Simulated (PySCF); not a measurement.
Electric field gradients and quadrupole coupling constants

Compound: C5H6N2O2.
Geometry (PBE0-D3(BJ)/def2-SVP, Å), atoms numbered from 1 in this order:
```xyz
15
C5H6N2O2 angstrom
C     -2.5966    0.4785   -0.1958
C     -1.9510   -0.5805    0.6494
O     -2.5642   -1.3798    1.3095
C     -0.4500   -0.5923    0.6288
N      0.2557   -1.4561    1.3120
O      1.5413   -1.1196    1.0193
C      1.5143   -0.0783    0.1783
C      2.7978    0.4749   -0.3012
N      0.3034    0.2909   -0.0989
H     -2.2955    0.3588   -1.2479
H     -2.2454    1.4755    0.1103
H     -3.6860    0.4063   -0.0983
H      3.3150   -0.2550   -0.9419
H      2.6036    1.3859   -0.8778
H      3.4600    0.7056    0.5454
```

Field gradients from the PBE0/pcSseg-1 density (PySCF, non-relativistic), principal values in atomic units, ordered |Vxx| ≤ |Vyy| ≤ |Vzz|:

```
atom      Vxx      Vyy      Vzz
  O3   0.5028   1.5772  -2.0800
  N5   0.0830   1.1647  -1.2477
  O6  -0.8308  -0.9029   1.7337
  N9   0.4294   0.4536  -0.8830
```

Problem. Find the asymmetry η = (Vxx − Vyy)/Vzz and the couplings χ = eQV/h (234.96 MHz × Q in barn × V in au), with Q(17O) = −0.0256 b, Q(14N) = 0.02044 b.

Solution. 
```csv
atom,environment,nucleus,η,χzz (MHz),χxx (MHz),χyy (MHz)
O3,ketone oxygen,17O,0.52,12.51,-3.02,-9.49
N5,pyridine-type nitrogen,14N,0.87,-5.99,0.40,5.59
O6,ring oxygen,17O,0.04,-10.43,5.00,5.43
N9,pyridine-type nitrogen,14N,0.03,-4.241,2.062,2.178
```

The gradient is axial or nearly so (η below 0.05) at O6 and N9. 

Problem. What is Vzz at N9 in SI units (1 au = 9.71736 × 10²¹ V/m²)?

Solution. -0.8830 au = -8.580 × 10²¹ V/m².

Problem. And the gradient at the other heavy atoms, for which no coupling is worked out here?

Solution. 
```
atom                       environment  Vzz (au)     η
  C1  methyl carbon next to a carbonyl    -0.070  0.98
  C2            ketone carbonyl carbon     0.494  0.32
  C4       substituted aromatic carbon    -0.217  0.93
  C7       substituted aromatic carbon    -0.374  0.13
  C8              benzylic-type carbon     0.136  0.31
```

Were the hydrogens deuterons (Q(2H) = 0.00286 b), χzz would run from 193 kHz (H13 and H15) to 198 kHz (H12 and H14).

Geometry: PBE0-D3(BJ)/def2-SVP, one conformer, isolated molecule. These gradients aren't converged with respect to the basis.
